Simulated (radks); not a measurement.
Task: Coherent X-ray form factor from a spherical all-electron density. Method: scalar-relativistic Kohn-Sham, LDA (Slater exchange, Perdew-Wang correlation), spin-polarised, spherical densities, finite nucleus; Fermi nuclear charge, rms radius of each element as measured or else 0.836 A^(1/3) + 0.57 fm; computed with a radial shooting solver on a logarithmic mesh with Libxc functionals.

sin(theta)/lambda (1/angstrom),f0 (electrons)
0.05,64.396
0.1,62.673
0.15,60.075
0.2,56.920
0.25,53.520
0.3,50.125
0.4,43.901
0.5,38.689
0.6,34.351
0.8,27.526
1,22.605
1.25,18.585
1.5,16.070
2,12.564

The species is in the configuration that NIST lists as its ground one. Which atom or ion scatters so?

Result: The erbium ion Er3+, [Xe] 4f11. Extrapolating in s^2 from the first two rows gives f0(0) = 65.0, near the electron count 65; among species with that count, the fall with angle is slower the higher Z, and the table is that of Z = 68; from so few rows the species is fixed only to a neighbour or two.
